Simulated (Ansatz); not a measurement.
One change: `[NH2][V](=[O])([F])[Cl]` becomes `[O]=[V]([F])([F])[Cl]`.

Ansatz, PBE0-D4/def2-TZVP geometries, multiplicity 1. Each molecule was computed in one conformer, which needn't be the lowest.

Scalar relativity is left out up to krypton.

```json
{"property": "HOMO energy (ωB97M-V/def2-TZVPP) / eV", "`[NH2][V](=[O])([F])[Cl]`": "-11.11"}
{"property": "size of the dipole moment (ωB97M-V/def2-TZVPP) / D", "`[NH2][V](=[O])([F])[Cl]`": "3.51"}
{"property": "HOMO–LUMO gap (B3LYP/def2-TZVPP) / eV", "`[NH2][V](=[O])([F])[Cl]`": "5.12"}
{"property": "LUMO energy (ωB97M-V/def2-TZVPP) / eV", "`[NH2][V](=[O])([F])[Cl]`": "-0.99"}
{"property": "LUMO energy (PBE/def2-TZVPP) / eV", "`[NH2][V](=[O])([F])[Cl]`": "-4.12"}
{"property": "HOMO–LUMO gap (ωB97M-V/def2-TZVPP) / eV", "`[NH2][V](=[O])([F])[Cl]`": "10.13"}
```

Question: Give the same properties after the change, and the shifts. (Estimate.)

Answer: The calculation gave: 
```json
{"property": "HOMO energy (ωB97M-V/def2-TZVPP) / eV", "`[O]=[V]([F])([F])[Cl]`": "-12.33", "shift": "-1.22"}
{"property": "size of the dipole moment (ωB97M-V/def2-TZVPP) / D", "`[O]=[V]([F])([F])[Cl]`": "0.44", "shift": "-3.07"}
{"property": "HOMO–LUMO gap (B3LYP/def2-TZVPP) / eV", "`[O]=[V]([F])([F])[Cl]`": "5.33", "shift": "0.21"}
{"property": "LUMO energy (ωB97M-V/def2-TZVPP) / eV", "`[O]=[V]([F])([F])[Cl]`": "-1.96", "shift": "-0.97"}
{"property": "LUMO energy (PBE/def2-TZVPP) / eV", "`[O]=[V]([F])([F])[Cl]`": "-5.00", "shift": "-0.88"}
{"property": "HOMO–LUMO gap (ωB97M-V/def2-TZVPP) / eV", "`[O]=[V]([F])([F])[Cl]`": "10.37", "shift": "0.24"}
```

With PBE0 the HOMO falls by 1.22 eV and the LUMO falls by 0.98 eV, so the gap widens by about 0.24 eV. PBE moves the HOMO by -1.11 eV and ωB97M-V by -1.22 eV. The zero-point energy changes by -61.0 kJ/mol with -6 modes. Dipoles are sizes alone; their direction can turn.

B3LYP here is the variant with VWN-RPA as its local correlation; programs differ in this.
